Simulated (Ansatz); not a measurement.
Input for Ansatz (a quantum-chemistry and plane-wave program): R-B2PLYP/def2-TZVPP on ZnF+, 2S+1 = 1, a spin state set in the input, which need not be the lowest, a point of a bond scan (R = 1.719 Å). Charge +1.

Ansatz 0.2 input:
```yaml
crystal:
  periodic: [false, false, false]
  atoms:
    - {symbol: Zn, position_ang: [0.00000000, 0.00000000, 0.00000000]}
    - {symbol: F, position_ang: [0.00000000, 0.00000000, 1.71923700]}
basis:
  gaussian:
    orbitals: def2-TZVPP
    pivot_positions_ang: [[0.00000000, 0.00000000, 0.00000000], [0.00000000, 0.00000000, 1.71923700]]
hamiltonian:
  xc: {name: B2PLYP}
total_charge: 1
magnetization: {spin_polarized: false}
correlation: {electrons: valence}
output: {orbitals: {seedname: ./end}}
```

The log:

```
WARN ansatz: RAYON_NUM_THREADS=1 ignored (pool sized by the plan → 1); use --threads N
Functional definition: B2PLYP
integrals: 0.05 GiB planned
742 factors; integrals over basis functions are off by at most 6.6e-4 eV
mean field: 0.29 GiB planned
mean field evaluation 1: about -51096.9607 eV, gradient 1.1e2 eV
mean field evaluation 2: about -51097.0904 eV, gradient 1.1e2 eV
mean field evaluation 4: about -51111.6649 eV, gradient 2.5e1 eV
mean field evaluation 8: about -51113.1330 eV, gradient 4.1e-1 eV
mean field evaluation 16: about -51113.1910 eV, gradient 1.7e-4 eV
mean field -51113.19098194 eV, -1878.3751228212 hartree, gradient 1.5e-6 eV, S^2 0.000000; 0 other end points of the search recorded, 0 dependent functions left out
6 core orbitals not correlated
reference -51113.19109493 eV, -1878.3751269733 hartree; 13, 13 occupied and 76, 76 virtual orbitals, 742 factors
second order -32.97843185 eV of doubles, -0.00000000 eV of singles
Total energy: -51122.09527153 eV, -1878.7023494278 hartree
```

The calculation finished and met its thresholds.

Cost: around 2.0 core-seconds (rough).
